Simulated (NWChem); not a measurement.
System: SiH$_{2}$OBr$_{2}$; SMILES O[SiH](Br)Br

The following NWChem deck was run.

```
start job
memory heap 200 mb stack 900 mb global 1100 mb
geometry units angstroms noautosym nocenter noautoz
  Si    -0.778457     0.439973     0.000000
  O     -2.202423    -0.379223     0.000000
  Br     0.428085    -0.055175     1.794904
  Br     0.428085    -0.055175    -1.794904
  H     -1.102206     1.878848     0.000000
  H     -2.181920    -1.342054     0.000000
end
basis spherical
  * library def2-svp
end
dft
  xc pbe0
  iterations 150
end
property
  efieldgrad
end
task dft property
```

NWChem printed, in part:

```
             Northwest Computational Chemistry Package (NWChem) 7.3.0
             --------------------------------------------------------

                             Geometry "geometry" -> ""
                             -------------------------

 Output coordinates in angstroms (scale by  1.889725989 to convert to a.u.)

  No.       Tag          Charge          X              Y              Z
 ---- ---------------- ---------- -------------- -------------- --------------
    1 Si                  14.0000    -0.77845700     0.43997300     0.00000000
    2 O                    8.0000    -2.20242300    -0.37922300     0.00000000
    3 Br                  35.0000     0.42808500    -0.05517500     1.79490400
    4 Br                  35.0000     0.42808500    -0.05517500    -1.79490400
    5 H                    1.0000    -1.10220600     1.87884800     0.00000000
    6 H                    1.0000    -2.18192000    -1.34205400     0.00000000

 Effective nuclear repulsion energy (a.u.)     580.4767589996

                              NWChem Property Module
                              ----------------------

  itol2e modified to match energy
  convergence criterion.

                                 NWChem DFT Module
                                 -----------------

 Summary of "ao basis" -> "ao basis" (spherical)
 ------------------------------------------------------------------------------
       Tag                 Description            Shells   Functions and Types
 ---------------- ------------------------------  ------  ---------------------
 Si                         def2-svp                 8       18   4s3p1d
 O                          def2-svp                 6       14   3s2p1d
 Br                         def2-svp                12       32   5s4p3d
 H                          def2-svp                 3        5   2s1p

  itol2e modified to match energy
  convergence criterion.

            General Information
            -------------------
          SCF calculation type: DFT
          Wavefunction type:  closed shell.
          No. of atoms     :     6
          No. of electrons :    94
           Alpha electrons :    47
            Beta electrons :    47
          Charge           :     0
          Spin multiplicity:     1
          Use of symmetry is: off; symmetry adaption is: off
          Maximum number of iterations: 150
          AO basis - number of functions:   106
                     number of shells:    44
          Convergence on energy requested:  1.00D-07
          Convergence on density requested:  1.00D-05
          Convergence on gradient requested:  5.00D-04

              XC Information
              --------------
                         PBE0 Method XC Functional
                     Hartree-Fock (Exact) Exchange  0.250
          PerdewBurkeErnzerhof Exchange Functional  0.750
            Perdew 1991 LDA Correlation Functional  1.000 local
           PerdewBurkeErnz. Correlation Functional  1.000 non-local

             Grid Information
             ----------------
          Grid used for XC integration:  fine
          Radial quadrature: Mura-Knowles
          Angular quadrature: Lebedev.
          Tag              B.-S. Rad. Rad. Pts. Rad. Cut. Ang. Pts.
          ---              ---------- --------- --------- ---------
          Si                  1.10      123           8.0       770
          O                   0.60       70           9.0       590
          Br                  1.15      140          10.0       974
          H                   0.35       60          10.0       590
          Grid pruning is: on
          Number of quadrature shells:   593
          Spatial weights used:  Erf1

      Superposition of Atomic Density Guess
      -------------------------------------

 Sum of atomic energies:       -5508.59987326

      Non-variational initial energy
      ------------------------------

 Total energy =   -5509.632411
 1-e energy   =   -8827.078971
 2-e energy   =    2736.969801
 HOMO         =      -0.381581
 LUMO         =       0.054467

   convergence    iter        energy       DeltaE   RMS-Dens  Diis-err
 ---------------- ----- ----------------- --------- --------- ---------
 d= 0,ls=0.0,diis     1  -5512.7124532601 -6.09D+03  1.25D-02  7.83D-01
 d= 0,ls=0.0,diis     2  -5512.6641739197  4.83D-02  7.41D-03  1.22D+00
 d= 0,ls=0.0,diis     3  -5512.7968956130 -1.33D-01  1.09D-03  2.82D-02
 d= 0,ls=0.0,diis     4  -5512.7989468114 -2.05D-03  5.88D-04  5.38D-03
 d= 0,ls=0.0,diis     5  -5512.7995262769 -5.79D-04  1.25D-04  2.01D-04
  Resetting Diis
 d= 0,ls=0.0,diis     6  -5512.7995550524 -2.88D-05  1.13D-05  1.29D-06
 d= 0,ls=0.0,diis     7  -5512.7995552456 -1.93D-07  4.21D-06  9.49D-08
 d= 0,ls=0.0,diis     8  -5512.7995552513 -5.66D-09  1.82D-06  6.37D-08

         Total DFT energy =    -5512.799555251253
      One electron energy =    -8828.592684869365
           Coulomb energy =     2947.570284006806
    Exchange-Corr. energy =     -212.253913388300
 Nuclear repulsion energy =      580.476758999607

 Numeric. integr. density =       93.999999181983

                       DFT Final Molecular Orbital Analysis
                       ------------------------------------

 Vector   45  Occ=2.000000D+00  E=-3.232042D-01
              MO Center=  1.8D-01,  1.4D-01, -1.9D-07, r^2= 4.7D+00
   Bfn.  Coefficient  Atom+Function         Bfn.  Coefficient  Atom+Function
  ----- ------------  ---------------      ----- ------------  ---------------
    48      0.389853  3 Br py                80      0.389853  4 Br py
    45      0.347965  3 Br py                77      0.347965  4 Br py
    42     -0.230570  3 Br py                74     -0.230570  4 Br py
    97     -0.188120  5 H  s                 98     -0.163417  5 H  s
    22      0.074945  2 O  px                39      0.074891  3 Br py

 Vector   46  Occ=2.000000D+00  E=-3.199608D-01
              MO Center=  2.9D-01, -3.8D-02,  1.7D-07, r^2= 4.7D+00
   Bfn.  Coefficient  Atom+Function         Bfn.  Coefficient  Atom+Function
  ----- ------------  ---------------      ----- ------------  ---------------
    48      0.388319  3 Br py                80     -0.388319  4 Br py
    45      0.343426  3 Br py                77     -0.343426  4 Br py
    42     -0.227884  3 Br py                74      0.227884  4 Br py
    24      0.139464  2 O  pz                47      0.129199  3 Br px
    79     -0.129199  4 Br px                49      0.117363  3 Br pz

 Vector   47  Occ=2.000000D+00  E=-3.080851D-01
              MO Center=  3.0D-01, -5.5D-02,  5.0D-08, r^2= 4.8D+00
   Bfn.  Coefficient  Atom+Function         Bfn.  Coefficient  Atom+Function
  ----- ------------  ---------------      ----- ------------  ---------------
    47      0.311947  3 Br px                79     -0.311947  4 Br px
    49     -0.296754  3 Br pz                81     -0.296754  4 Br pz
    44      0.280589  3 Br px                76     -0.280589  4 Br px
    46     -0.264371  3 Br pz                78     -0.264371  4 Br pz
    41     -0.185122  3 Br px                73      0.185122  4 Br px

 Vector   48  Occ=0.000000D+00  E=-2.850138D-03
              MO Center= -7.3D-02,  2.3D-01, -1.4D-08, r^2= 4.2D+00
   Bfn.  Coefficient  Atom+Function         Bfn.  Coefficient  Atom+Function
  ----- ------------  ---------------      ----- ------------  ---------------
     4      0.755137  1 Si s                  3      0.736453  1 Si s
    11      0.569844  1 Si px                49      0.529231  3 Br pz
    81     -0.529231  4 Br pz                98     -0.362401  5 H  s
    37     -0.337191  3 Br s                 69     -0.337191  4 Br s
     2      0.332069  1 Si s                  8      0.277372  1 Si px

 Vector   49  Occ=0.000000D+00  E= 2.270847D-02
              MO Center= -1.1D+00, -2.6D-01, -1.0D-08, r^2= 4.4D+00
   Bfn.  Coefficient  Atom+Function         Bfn.  Coefficient  Atom+Function
  ----- ------------  ---------------      ----- ------------  ---------------
    21      0.833965  2 O  s                 11      0.690445  1 Si px
   103     -0.553229  6 H  s                 12      0.530830  1 Si py
    25      0.181272  2 O  px                20      0.177295  2 O  s
    48     -0.172707  3 Br py                80     -0.172707  4 Br py
     8      0.166846  1 Si px                98     -0.160076  5 H  s

 Vector   50  Occ=0.000000D+00  E= 3.988221D-02
              MO Center= -7.2D-01,  5.1D-01,  1.1D-08, r^2= 4.0D+00
   Bfn.  Coefficient  Atom+Function         Bfn.  Coefficient  Atom+Function
  ----- ------------  ---------------      ----- ------------  ---------------
    13      1.200487  1 Si pz                37     -0.406604  3 Br s
    69      0.406604  4 Br s                 10      0.391285  1 Si pz
    47      0.392447  3 Br px                79     -0.392447  4 Br px
    49      0.298291  3 Br pz                81      0.298291  4 Br pz
    27     -0.268454  2 O  pz                24     -0.201272  2 O  pz

     Multipole analysis of the density
     ---------------------------------

     L   x y z        total         alpha         beta         nuclear
     -   - - -        -----         -----         ----         -------
     0   0 0 0     -0.000000    -47.000000    -47.000000     94.000000

     1   1 0 0     -0.283416      1.593021      1.593021     -3.469458
     1   0 1 0     -0.316339      0.030442      0.030442     -0.377223
     1   0 0 1      0.000000      0.000000      0.000000      0.000000

[...]

          -----------------------
          Electric field gradient
          -----------------------

 1 a.u. = 0.324123 10**(16) esu/cm**3  ( or statvolts/cm**2 ) = 0.97174 10**(22) v/m**2

 ------------------------------------------------------------
   Atom      X         Y         Z
 ------------------------------------------------------------
    1 Si  -1.47107   0.83143   0.00000
 ------------------------------------------------------------

 Electric field gradient in molecular frame (a.u.)
         XX             YY             ZZ             XY             XZ             YZ
 ------------------------------------------------------------------------------------------
       -0.150019       0.487897      -0.337878       0.002269       0.000000      -0.000000

 Principal components (a.u.) and orientation
 of principal axis w.r.t. absolute frame                      Asymmetry parameter eta
 --------------------------------------------------------------------------------------
        0.487905      -0.337878      -0.150027                       0.385016

        0.003557      -0.000000       0.999994
        0.999994       0.000000      -0.003557
       -0.000000       1.000000       0.000000

 ------------------------------------------------------------
   Atom      X         Y         Z
 ------------------------------------------------------------
    2 O   -4.16198  -0.71663   0.00000
 ------------------------------------------------------------

 Electric field gradient in molecular frame (a.u.)
         XX             YY             ZZ             XY             XZ             YZ
 ------------------------------------------------------------------------------------------
        0.132049      -1.249341       1.117293      -0.451959       0.000000       0.000000

 Principal components (a.u.) and orientation
 of principal axis w.r.t. absolute frame                      Asymmetry parameter eta
 --------------------------------------------------------------------------------------
       -1.384072       1.117293       0.266779                       0.614502

        0.285679       0.000000       0.958325
        0.958325      -0.000000      -0.285679
       -0.000000       1.000000      -0.000000

 ------------------------------------------------------------
   Atom      X         Y         Z
 ------------------------------------------------------------
    3 Br   0.80896  -0.10427   3.39188
 ------------------------------------------------------------

 Electric field gradient in molecular frame (a.u.)
         XX             YY             ZZ             XY             XZ             YZ
 ------------------------------------------------------------------------------------------
        0.404995       1.766900      -2.171895       0.632154      -2.803536       1.121344

 Principal components (a.u.) and orientation
 of principal axis w.r.t. absolute frame                      Asymmetry parameter eta
 --------------------------------------------------------------------------------------
       -4.243722       2.229138       2.014584                       0.050558

        0.525710       0.747944       0.405227
       -0.209121      -0.348117       0.913829
        0.824559      -0.565150      -0.026598

 ------------------------------------------------------------
   Atom      X         Y         Z
 ------------------------------------------------------------
    4 Br   0.80896  -0.10427  -3.39188
 ------------------------------------------------------------

 Electric field gradient in molecular frame (a.u.)
         XX             YY             ZZ             XY             XZ             YZ
 ------------------------------------------------------------------------------------------
        0.404995       1.766900      -2.171895       0.632154       2.803536      -1.121344

 Principal components (a.u.) and orientation
 of principal axis w.r.t. absolute frame                      Asymmetry parameter eta
 --------------------------------------------------------------------------------------
       -4.243722       2.229138       2.014584                       0.050558

       -0.525710       0.747944       0.405227
        0.209121      -0.348117       0.913829
        0.824559       0.565150       0.026598

 ------------------------------------------------------------
   Atom      X         Y         Z
 ------------------------------------------------------------
    5 H   -2.08287   3.55051   0.00000
 ------------------------------------------------------------

 Electric field gradient in molecular frame (a.u.)
         XX             YY             ZZ             XY             XZ             YZ
 ------------------------------------------------------------------------------------------
        0.066068      -0.142581       0.076513       0.046381      -0.000000       0.000000

 Principal components (a.u.) and orientation
 of principal axis w.r.t. absolute frame                      Asymmetry parameter eta
 --------------------------------------------------------------------------------------
       -0.152426       0.076513       0.075914                       0.003930

       -0.207647      -0.000000       0.978204
        0.978204      -0.000000       0.207647
       -0.000000       1.000000       0.000000

 ------------------------------------------------------------
   Atom      X         Y         Z
 ------------------------------------------------------------
    6 H   -4.12323  -2.53611   0.00000
 ------------------------------------------------------------

 Electric field gradient in molecular frame (a.u.)
         XX             YY             ZZ             XY             XZ             YZ
 ------------------------------------------------------------------------------------------
        0.223075      -0.475540       0.252465       0.006448       0.000000       0.000000

 Principal components (a.u.) and orientation
 of principal axis w.r.t. absolute frame                      Asymmetry parameter eta
 --------------------------------------------------------------------------------------
       -0.475599       0.252465       0.223135                       0.061670

       -0.009229       0.000000       0.999957
        0.999957       0.000000       0.009229
       -0.000000       1.000000      -0.000000
```

Level: PBE0/def2-SVP. The geometry was optimised at PBE0/def2-SVP. NWChem prints the field gradient with the sign opposite to the second derivative of the potential.
